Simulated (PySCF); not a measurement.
# Radial density of Ca+ (calcium, charge +1)

UHF, [Ar] 4s1, 2S determinant. All numbers are calculated (PySCF 2.14, scalar relativity by spin-free X2C-1e, in cc-pVDZ-X2C (5s4p2d, 27 functions)).

```tsv
r (bohr)	4πr²ρ (e/bohr)	4πr²(ρα − ρβ)
0.00161	0.2014	0.0001
0.00271	0.5216	0.0002
0.00455	1.317	0.0004
0.00766	3.173	0.0010
0.0129	7.058	0.0023
0.0217	13.73	0.0042
0.0364	21.29	0.0058
0.0613	23.12	0.0034
0.103	17.74	-0.0015
0.173	20.20	0.0079
0.292	23.81	0.0142
0.491	9.543	0.0024
0.825	6.962	0.0476
1.39	5.546	-0.0037
2.33	0.8926	0.2080
3.93	0.3048	0.2989
6.61	0.03244	0.0324
11.1	9.983e-05	0.0001
```

Densities and radii are taken from the X2C orbitals without a picture-change correction, which distorts them close to the nucleus.

Problem. Where is the radial spin density 4πr²(ρα − ρβ) most negative, and why is it negative at all?

Solution. Around r = 1.39 bohr, down to -0.0037 e/bohr: exchange with the open shell polarises the paired shells in an unrestricted calculation.
